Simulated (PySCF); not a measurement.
PySCF 2.14 calculation with GIAO PBE0/pcSseg-1 shieldings and geometry from GFN2-xTB; one averaged value for each set of equivalent atoms, one computed conformer, no relativistic terms, gas phase.

δ = σ(ref) − σ, references computed at the same level: ¹H (σ = 31.72 ppm), ¹³C (σ = 186.93 ppm) against TMS. Shifts are as computed. Against solution values, carbons near 30 ppm lie about +3 ppm off and those near 130 ppm about +5 ppm; carbons on Cl a further +6 ppm. Of 1211 compounds with measured shifts, 218 miss one by over three times the rms of a fit or turn the order of signals round; such compounds aren't used in these exercises. Carbons bonded to Cl come out too deshielded.

(1) Order these molecules by the shift of their most deshielded carbon-bound hydrogen, lowest δ first.
A. C=C1[SiH2][SiH2]N1C(C)C
B. C=CO[SiH2]CC(=O)OC
C. CC(C)c1ccpc(Cl)p1
D. COc1cn([SiH](C)C)nn1

(2) Order these molecules by the shift of their most shielded carbon-bound hydrogen, lowest δ first.
A. C=CO[SiH2]CC(=O)OC
B. COc1cn([SiH](C)C)nn1
C. C#Cc1pcnn1CC

(3) How many ¹³C and ¹H signals does each give (equivalence by symmetry and fast rotation, but not about amide C–N or C=N bonds)? `COc1cn([SiH](C)C)nn1`, `C#Cc1pcnn1CC`, `C=CO[SiH2]CC(=O)OC`, `C=C1[SiH2][SiH2]N1C(C)C`, `CC(C)c1ccpc(Cl)p1`

Results:

(1) A (4.61 ppm, hydrogen on a β carbon of an enol-ether or enamine type C=C), B (6.66 ppm, hydrogen on an alkene carbon bearing oxygen), D (7.09 ppm, hydrogen on an aromatic CH next to a ring nitrogen), C (9.14 ppm, hydrogen on an aromatic CH).

(2) B (0.57 ppm, hydrogen on a methyl carbon bonded to Si), C (1.51 ppm, hydrogen on a methyl carbon), A (2.42 ppm, hydrogen on an sp3 CH2 bonded to Si, α to a carbonyl).

(3) COc1cn([SiH](C)C)nn1: 4 C, 4 H; C#Cc1pcnn1CC: 6 C, 4 H; C=CO[SiH2]CC(=O)OC: 5 C, 6 H; C=C1[SiH2][SiH2]N1C(C)C: 4 C, 6 H; CC(C)c1ccpc(Cl)p1: 6 C, 4 H.
